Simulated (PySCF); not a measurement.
# ECD: `CO[C@@H]([SiH3])[C@H](C)O`, C4H12O2Si

Molfile (atoms numbered from 1):
```
C4H12O2Si
     RDKit          3D

 19 18  0  0  0  0  0  0  0  0999 V2000
   -1.6730    1.6376    0.1322 C   0  0  0  0  0  0  0  0  0  0  0  0
   -0.4554    1.0539   -0.2274 O   0  0  0  0  0  0  0  0  0  0  0  0
   -0.2344   -0.2232    0.3793 C   0  0  1  0  0  0  0  0  0  0  0  0
   -1.2887   -1.5860   -0.4785 Si  0  0  0  0  0  4  0  0  0  0  0  0
    1.2284   -0.5967    0.1304 C   0  0  2  0  0  0  0  0  0  0  0  0
    2.2083    0.5179    0.4829 C   0  0  0  0  0  0  0  0  0  0  0  0
    1.3531   -0.9991   -1.2187 O   0  0  0  0  0  0  0  0  0  0  0  0
   -2.5264    1.0338   -0.1998 H   0  0  0  0  0  0  0  0  0  0  0  0
   -1.7423    1.7715    1.2196 H   0  0  0  0  0  0  0  0  0  0  0  0
   -1.7077    2.6116   -0.3542 H   0  0  0  0  0  0  0  0  0  0  0  0
   -0.4159   -0.1368    1.4607 H   0  0  0  0  0  0  0  0  0  0  0  0
   -0.6303   -2.8745   -0.3132 H   0  0  0  0  0  0  0  0  0  0  0  0
   -1.4784   -1.2038   -1.8747 H   0  0  0  0  0  0  0  0  0  0  0  0
   -2.5972   -1.6468    0.1895 H   0  0  0  0  0  0  0  0  0  0  0  0
    1.4597   -1.4920    0.7174 H   0  0  0  0  0  0  0  0  0  0  0  0
    2.1728    0.7215    1.5497 H   0  0  0  0  0  0  0  0  0  0  0  0
    1.9448    1.4240   -0.0574 H   0  0  0  0  0  0  0  0  0  0  0  0
    3.2183    0.2194    0.2117 H   0  0  0  0  0  0  0  0  0  0  0  0
    1.1545   -0.2232   -1.7569 H   0  0  0  0  0  0  0  0  0  0  0  0
  1  2  1  0
  2  3  1  0
  3  4  1  0
  3  5  1  0
  5  6  1  0
  5  7  1  0
  1  8  1  0
  1  9  1  0
  1 10  1  0
  3 11  1  1
  4 12  1  0
  4 13  1  0
  4 14  1  0
  5 15  1  1
  6 16  1  0
  6 17  1  0
  6 18  1  0
  7 19  1  0
M  END
```

Theory: PySCF, TDDFT LC-wPBE/def2-SVPD circular dichroism and optical rotation, one conformer, gas phase. Geometry: GFN2-xTB.

The molecule is flexible and this is one conformer; a measurement averages over conformers.

Assign R or S to each stereocentre.

C3 S, C5 S.

Which excitations and rotatory strengths does the calculation give?

Rotatory strengths R in 10⁻⁴⁰ esu² cm², velocity form and length form (origin at the centre of mass); f in length form.
```tsv
state	E (eV)	λ (nm)	f	R (velocity)	R (length)	main
1	7.27	171	0.018	-17.1	-16.2	HOMO→LUMO 0.39, HOMO→LUMO+1 0.21
2	7.80	159	0.022	+18.3	+17.6	HOMO→LUMO+3 0.34, HOMO→LUMO 0.27
3	8.09	153	0.023	+20.6	+20.9	HOMO−1→LUMO 0.35, HOMO−1→LUMO+4 0.14
4	8.33	149	0.042	+25.7	+25.6	HOMO→LUMO+2 0.33, HOMO→LUMO+1 0.26
5	8.38	148	0.080	+19.6	+18.7	HOMO→LUMO+3 0.39, HOMO→LUMO+4 0.19
6	8.44	147	0.062	-25.3	-24.7	HOMO→LUMO+5 0.34, HOMO→LUMO+4 0.20
7	8.69	143	0.063	+32.9	+30.7	HOMO→LUMO+1 0.28, HOMO→LUMO+2 0.17
8	8.97	138	0.010	-13.3	-13.4	HOMO→LUMO+6 0.27, HOMO−1→LUMO+3 0.12
```

Among the states computed, the strongest CD band (largest |R|) is state 7. The largest dissymmetry factor in size, g = 4R/(D+G), with D and G the electric and magnetic dipole strengths, is -0.019 for state 8 (velocity form, f = 0.009), among bands with |R| over 0.5. The mirror image has the same energies and oscillator strengths and all R with the opposite sign.
